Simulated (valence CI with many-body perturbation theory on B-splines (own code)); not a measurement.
Pd³⁸⁺: E2, M1, M2 decay

Level of theory: valence CI with perturbative core correlation (CI+MBPT): six valence electrons over a frozen Dirac-Fock core [He], radial functions for each j: 9 s, 9 p, 8 d, 6 f, 3 g, 1 h, with the one-electron correlation potential Σ1, the two-electron term Σ2, the three-electron term Σ3, Breit, model QED; selected CI, second order for the rest, scaled by the run's own slope (own B-spline code, finite nucleus).

No measured spectrum was set against this ion. As an estimate, large intervals hold to a few tenths of a per cent, small ones and those within an open d or f shell to about a per cent. Among the levels kept, up to 2200 cm⁻¹ of a level comes from second order outside the variational space, and about a tenth of that is noise between levels of different J, which matters for small intervals.

Lines 1 to 50 of 55 in falling wavelength, among levels below 3521.6 eV, chosen from the decays that carry over 1 % of a level's rate. Wavelengths and rates use the calculated energies. Electric multipoles are in the length gauge, E1 and E2 with the static RPA response of the core. S is in atomic units (e²a₀⁴ for E2 and M2, e²a₀⁶ for E3), for M1 in squared Bohr magnetons. Weak lines are less certain than strong ones. Lines between different terms over intervals too small for the method are left out, as are lines whose strength nearly cancels. The highest levels of a list are the least certain.

Levels are named by their leading jj configuration (3d3/2^4 stands for four electrons in 3d with j = 3/2), which in mixed levels can hold well under half, so a name can repeat and another be missing. Letters in brackets count levels of one name in rising energy.

```
λ vac (Å)                               Upper                       Lower  Type   A (s⁻¹)  S (a.u.)
    416.4          (2s^2 2p1/2^2 2p3/2^2) J=0  (2s^2 2p1/2^2 2p3/2^2) J=2    E2  1.77e+01  1.98e-04
    93.81            (2s^2 2p1/2 2p3/2^3) J=1  (2s^2 2p1/2^2 2p3/2^2) J=0    M1  8.91e+06  8.18e-01
    76.56            (2s^2 2p1/2 2p3/2^3) J=1  (2s^2 2p1/2^2 2p3/2^2) J=2    M1  3.61e+07  1.80e+00
    70.08            (2s^2 2p1/2 2p3/2^3) J=2  (2s^2 2p1/2^2 2p3/2^2) J=2    M1  2.31e+07  1.47e+00
    65.93                  (2s^2 2p3/2^4) J=0    (2s^2 2p1/2 2p3/2^3) J=1    M1  1.09e+08  1.16e+00
    4.207      (2s^2 2p1/2^2 2p3/2 3d3/2) J=0    (2s 2p1/2^2 2p3/2^3) J=2    E2  6.50e+08  7.65e-07
    4.196      (2s^2 2p1/2^2 2p3/2 3d5/2) J=4    (2s 2p1/2^2 2p3/2^3) J=2    E2  2.40e+08  2.51e-06
    3.911      (2s^2 2p1/2^2 2p3/2 3p1/2) J=2  (2s^2 2p1/2^2 2p3/2^2) J=0    E2  1.95e+10  7.98e-05
    3.910  (2s^2 2p1/2 2p3/2^2 3p1/2) J=1 [a]    (2s^2 2p1/2 2p3/2^3) J=2    E2  1.37e+10  3.36e-05
    3.902  (2s^2 2p1/2 2p3/2^2 3p1/2) J=2 [a]    (2s^2 2p1/2 2p3/2^3) J=2    E2  1.54e+09  6.23e-06
    3.891  (2s^2 2p1/2 2p3/2^2 3p1/2) J=1 [a]    (2s^2 2p1/2 2p3/2^3) J=1    E2  1.29e+10  3.08e-05
    3.886      (2s^2 2p1/2 2p3/2^2 3p1/2) J=3    (2s^2 2p1/2 2p3/2^3) J=2    E2  6.86e+10  3.80e-04
    3.884  (2s^2 2p1/2 2p3/2^2 3p1/2) J=2 [a]    (2s^2 2p1/2 2p3/2^3) J=1    E2  5.80e+10  2.29e-04
    3.877      (2s^2 2p1/2^2 2p3/2 3p1/2) J=1  (2s^2 2p1/2^2 2p3/2^2) J=2    E2  6.37e+10  1.49e-04
    3.875      (2s^2 2p1/2^2 2p3/2 3p1/2) J=2  (2s^2 2p1/2^2 2p3/2^2) J=2    E2  8.10e+10  3.16e-04
    3.867      (2s^2 2p1/2 2p3/2^2 3p1/2) J=3    (2s^2 2p1/2 2p3/2^3) J=1    E2  1.14e+10  6.16e-05
    3.863  (2s^2 2p1/2 2p3/2^2 3p1/2) J=2 [b]    (2s^2 2p1/2 2p3/2^3) J=2    E2  3.46e+10  1.33e-04
    3.860  (2s^2 2p1/2 2p3/2^2 3p1/2) J=1 [b]    (2s^2 2p1/2 2p3/2^3) J=2    E2  3.80e+10  8.73e-05
    3.853  (2s^2 2p1/2 2p3/2^2 3p3/2) J=3 [a]    (2s^2 2p1/2 2p3/2^3) J=2    E2  8.57e+09  4.55e-05
    3.852  (2s^2 2p1/2 2p3/2^2 3p3/2) J=2 [a]    (2s^2 2p1/2 2p3/2^3) J=2    E2  6.63e+09  2.51e-05
    3.851      (2s^2 2p1/2 2p3/2^2 3p3/2) J=0    (2s^2 2p1/2 2p3/2^3) J=2    E2  3.65e+10  2.76e-05
    3.842  (2s^2 2p1/2 2p3/2^2 3p1/2) J=1 [b]    (2s^2 2p1/2 2p3/2^3) J=1    E2  4.42e+10  9.90e-05
    3.838      (2s^2 2p1/2^2 2p3/2 3p3/2) J=2  (2s^2 2p1/2^2 2p3/2^2) J=0    E2  2.77e+10  1.03e-04
    3.835  (2s^2 2p1/2 2p3/2^2 3p3/2) J=3 [a]    (2s^2 2p1/2 2p3/2^3) J=1    E2  1.22e+10  6.33e-05
    3.834  (2s^2 2p1/2 2p3/2^2 3p3/2) J=2 [a]    (2s^2 2p1/2 2p3/2^3) J=1    E2  2.81e+10  1.04e-04
    3.832  (2s^2 2p1/2 2p3/2^2 3p3/2) J=3 [b]    (2s^2 2p1/2 2p3/2^3) J=2    E2  2.16e+10  1.11e-04
    3.830      (2s^2 2p1/2 2p3/2^2 3p3/2) J=4    (2s^2 2p1/2 2p3/2^3) J=2    E2  1.98e+10  1.31e-04
    3.827      (2s^2 2p1/2 2p3/2^2 3p1/2) J=0    (2s^2 2p1/2 2p3/2^3) J=2    E2  3.95e+10  2.89e-05
    3.821      (2s^2 2p1/2^2 2p3/2 3p3/2) J=3  (2s^2 2p1/2^2 2p3/2^2) J=2    E2  4.22e+10  2.15e-04
    3.820      (2s^2 2p1/2^2 2p3/2 3p3/2) J=1  (2s^2 2p1/2^2 2p3/2^2) J=2    E2  4.98e+10  1.08e-04
    3.818  (2s^2 2p1/2 2p3/2^2 3p3/2) J=1 [a]    (2s^2 2p1/2 2p3/2^3) J=1    E2  1.02e+10  2.22e-05
    3.815  (2s^2 2p1/2 2p3/2^2 3p3/2) J=1 [b]    (2s^2 2p1/2 2p3/2^3) J=2    E2  4.47e+10  9.69e-05
    3.814  (2s^2 2p1/2 2p3/2^2 3p3/2) J=3 [b]    (2s^2 2p1/2 2p3/2^3) J=1    E2  1.01e+10  5.10e-05
    3.804  (2s^2 2p1/2 2p3/2^2 3p3/2) J=2 [b]    (2s^2 2p1/2 2p3/2^3) J=2    E2  6.44e+10  2.29e-04
    3.803      (2s^2 2p1/2^2 2p3/2 3p3/2) J=2  (2s^2 2p1/2^2 2p3/2^2) J=2    E2  1.71e+09  6.08e-06
    3.798  (2s^2 2p1/2 2p3/2^2 3p3/2) J=1 [b]    (2s^2 2p1/2 2p3/2^3) J=1    E2  2.58e+10  5.46e-05
    3.787      (2s^2 2p1/2^2 2p3/2 3p3/2) J=0  (2s^2 2p1/2^2 2p3/2^2) J=2    E2  1.38e+11  9.62e-05
    3.787  (2s^2 2p1/2 2p3/2^2 3p3/2) J=2 [b]    (2s^2 2p1/2 2p3/2^3) J=1    E2  2.06e+10  7.15e-05
    3.756  (2s^2 2p1/2 2p3/2^2 3d5/2) J=4 [a]    (2s^2 2p1/2 2p3/2^3) J=2    M2  2.03e+08  1.22e-06
    3.736  (2s^2 2p1/2 2p3/2^2 3d5/2) J=4 [b]    (2s^2 2p1/2 2p3/2^3) J=2    M2  1.81e+09  1.06e-05
    3.726      (2s^2 2p1/2^2 2p3/2 3d5/2) J=4  (2s^2 2p1/2^2 2p3/2^2) J=2    M2  1.22e+09  7.02e-06
    3.696  (2s^2 2p1/2 2p3/2^2 3p1/2) J=2 [a]  (2s^2 2p1/2^2 2p3/2^2) J=2    E2  7.66e+08  2.36e-06
    3.658  (2s^2 2p1/2 2p3/2^2 3p1/2) J=1 [b]  (2s^2 2p1/2^2 2p3/2^2) J=2    E2  1.88e+09  3.30e-06
    3.652  (2s^2 2p1/2 2p3/2^2 3p3/2) J=3 [a]  (2s^2 2p1/2^2 2p3/2^2) J=2    E2  2.34e+10  9.50e-05
    3.651  (2s^2 2p1/2 2p3/2^2 3p3/2) J=2 [a]  (2s^2 2p1/2^2 2p3/2^2) J=2    E2  2.20e+10  6.36e-05
    3.651      (2s^2 2p1/2 2p3/2^2 3p3/2) J=0  (2s^2 2p1/2^2 2p3/2^2) J=2    E2  3.39e+10  1.96e-05
    3.640  (2s^2 2p1/2 2p3/2^2 3p3/2) J=2 [b]  (2s^2 2p1/2^2 2p3/2^2) J=0    E2  1.24e+10  3.53e-05
    3.636  (2s^2 2p1/2 2p3/2^2 3p3/2) J=1 [a]  (2s^2 2p1/2^2 2p3/2^2) J=2    E2  3.23e+10  5.50e-05
    3.633  (2s^2 2p1/2 2p3/2^2 3p3/2) J=3 [b]  (2s^2 2p1/2^2 2p3/2^2) J=2    E2  3.05e+10  1.21e-04
    3.632      (2s^2 2p1/2 2p3/2^2 3p3/2) J=4  (2s^2 2p1/2^2 2p3/2^2) J=2    E2  5.81e+10  2.95e-04
```
